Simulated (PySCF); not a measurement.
Bond stretch in SiCl, doublet.

Method: CCSD(T) on UHF/6-31G, 10 core orbitals frozen in PySCF.

Task: Relative to R = 2.27 Å, what are the energies at R = 1.76, 1.93, 1.99, 2.76 Å?

Result: 2.889 eV at 1.76 Å, 0.970 eV at 1.93 Å, 0.599 eV at 1.99 Å, 0.689 eV at 2.76 Å.

The scan ran from 1.64 to 8.26 Å; beyond the distances shown one of the unrestricted levels run for this scan, shown here or not, changes its spin distribution in one step.
